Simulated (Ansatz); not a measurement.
Start from `FCC(F)C(F)(F)OC(F)F` and change one atom or group to get `FC(F)OC(F)F`.

Ansatz, PBE0-D4/def2-TZVP geometries, multiplicity 1. Each molecule was computed in one conformer, which needn't be the lowest.

| property | `FCC(F)C(F)(F)OC(F)F` |
| --- | --- |
| size of the dipole moment (PBE/def2-TZVPP) / D | 0.82 |
| HOMO energy (B3LYP/def2-TZVPP) / eV | -9.85 |
| HOMO–LUMO gap (PBE/def2-TZVPP) / eV | 8.10 |
| HOMO energy (ωB97M-V/def2-TZVPP) / eV | -12.49 |
| HOMO energy (PBE/def2-TZVPP) / eV | -8.26 |
| LUMO energy (PBE/def2-TZVPP) / eV | -0.15 |

Task: Give the same properties after the change, and the shifts. (Estimate.)

Result: The calculation gave: 
```csv
property,`FC(F)OC(F)F`,shift
size of the dipole moment (PBE/def2-TZVPP) / D,2.52,1.70
HOMO energy (B3LYP/def2-TZVPP) / eV,-10.22,-0.37
HOMO–LUMO gap (PBE/def2-TZVPP) / eV,8.90,0.80
HOMO energy (ωB97M-V/def2-TZVPP) / eV,-12.94,-0.45
HOMO energy (PBE/def2-TZVPP) / eV,-8.62,-0.36
LUMO energy (PBE/def2-TZVPP) / eV,0.29,0.44
```

With PBE0 the HOMO falls by 0.41 eV and the LUMO rises by 0.09 eV, so the gap widens by about 0.50 eV. PBE moves the HOMO by -0.36 eV and ωB97M-V by -0.45 eV. The zero-point energy changes by -107.8 kJ/mol with -18 modes. Dipoles are sizes alone; their direction can turn.

Positive LUMOs are unbound, so they and the gaps depend on the basis.

B3LYP here is the variant with VWN-RPA as its local correlation; programs differ in this.
